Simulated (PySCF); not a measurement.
# `[C](#N)[Ge@H]([SiH3])[Si@H](N)[SiH3]`, CH$_{10}$GeN$_{2}$Si$_{3}$

Molfile (atoms numbered from 1):
```
CH10GeN2Si3
     RDKit          3D

 17 16  0  0  0  0  0  0  0  0999 V2000
   -0.8122   -0.7050    3.5638 N   0  0  0  0  0  0  0  0  0  0  0  0
   -0.8663   -0.1905    2.5389 C   0  0  0  0  0  0  0  0  0  0  0  0
   -0.9091    0.6240    0.8040 Ge  0  0  2  0  0  4  0  0  0  0  0  0
   -2.8247   -0.2636   -0.2401 Si  0  0  0  0  0  4  0  0  0  0  0  0
    1.3544    0.5319    0.0767 Si  0  0  2  0  0  4  0  0  0  0  0  0
    1.3745    1.6661   -1.2291 N   0  0  0  0  0  0  0  0  0  0  0  0
    1.9510   -1.5346   -0.7793 Si  0  0  0  0  0  4  0  0  0  0  0  0
   -1.2460    2.0444    1.2806 H   0  0  0  0  0  0  0  0  0  0  0  0
   -2.7083   -1.7201   -0.3317 H   0  0  0  0  0  0  0  0  0  0  0  0
   -2.9312    0.2785   -1.5964 H   0  0  0  0  0  0  0  0  0  0  0  0
   -4.0475    0.0734    0.4892 H   0  0  0  0  0  0  0  0  0  0  0  0
    2.1975    0.9540    1.2206 H   0  0  0  0  0  0  0  0  0  0  0  0
    0.9902    2.5864   -1.0781 H   0  0  0  0  0  0  0  0  0  0  0  0
    2.2018    1.7428   -1.7986 H   0  0  0  0  0  0  0  0  0  0  0  0
    1.1289   -1.9299   -1.9281 H   0  0  0  0  0  0  0  0  0  0  0  0
    3.3427   -1.5676   -1.2380 H   0  0  0  0  0  0  0  0  0  0  0  0
    1.7973   -2.5783    0.2357 H   0  0  0  0  0  0  0  0  0  0  0  0
  1  2  3  0
  2  3  1  0
  3  4  1  0
  3  5  1  0
  5  6  1  0
  5  7  1  0
  3  8  1  1
  4  9  1  0
  4 10  1  0
  4 11  1  0
  5 12  1  1
  6 13  1  0
  6 14  1  0
  7 15  1  0
  7 16  1  0
  7 17  1  0
M  END
```

The calculation used TDDFT PBE0/def2-SVPD circular dichroism and optical rotation, one conformer, gas phase in PySCF. Geometry: GFN2-xTB.

The molecule is flexible and this is one conformer; a measurement averages over conformers. The calculation is non-relativistic, which matters for the atoms heavier than Zn.

Stereocentres: Ge3 R, Si5 R.

What is the specific rotation at 633, 589.3, 546, 436, 405, 365, 355 nm?

[α] in deg dm⁻¹ (g/mL)⁻¹:
| λ (nm) | origin-invariant length gauge | modified velocity gauge | length gauge (centre of mass) | isotropic polarisability (au) |
| --- | --- | --- | --- | --- |
| 633 | +119.1 | +116.9 | +119.7 | 148.5 |
| 589.3 | +140.3 | +137.8 | +141.0 | 149.3 |
| 546 | +167.8 | +164.9 | +168.6 | 150.4 |
| 436 | +292.1 | +288.1 | +293.3 | 155.1 |
| 405 | +354.0 | +349.9 | +355.5 | 157.3 |
| 365 | +468.4 | +464.5 | +470.3 | 161.2 |
| 355 | +505.4 | +501.7 | +507.4 | 162.5 |

And for the mirror image at 589.3 nm?

-140.3 deg dm⁻¹ (g/mL)⁻¹ (origin-invariant length gauge): the same size and the opposite sign.

What is the molar rotation [Φ] = [α]·M/100 of the geometry above at 589.3 nm?

With M = 206.99 g/mol, +290.5 deg cm² dmol⁻¹ (origin-invariant length gauge).

The first excitation lies at 5.39 eV (230 nm) with R = -39.7 × 10⁻⁴⁰ esu² cm² (velocity form).
